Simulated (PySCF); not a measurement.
**The Ir–F bond energy of IrF₄**

Method: PBE0 in PySCF with Ir def2-SVP with ECP60, F def2-SVP; scalar-relativistic core potentials, no spin–orbit coupling; density-fitted integrals.

Each entry is the lowest minimum that a search over a few typed start shapes (and spin states, where more than one is plausible) found, or that minimum re-optimised at the stated level; isomers with ligand–ligand bonds, or fragments after loss of a ligand pair, can lie lower.

Total energies (Eh), which compare only within these settings: F atom -99.54905.

```
species  2S+1  group      E (Eh)  ZPE (kJ/mol)
   IrF₃     3    C2v  -403.30155          15.8
   IrF₄     4    D4h  -502.99836          23.8
```

Task: What are De and D0 for IrF₄ → IrF₃ + F?

Result: De = [(-403.30155) + (-99.54905) − (-502.99836)] × 2625.5 = 388 kJ/mol. The zero-point energy changes by -8.1 kJ/mol, so D0 = 380 kJ/mol.

Atoms and open shells are unrestricted, without spin–orbit or basis-set superposition corrections.

One determinant describes each species, so states of open d or f shells may be missed.

Spin–orbit coupling can matter for elements this heavy.
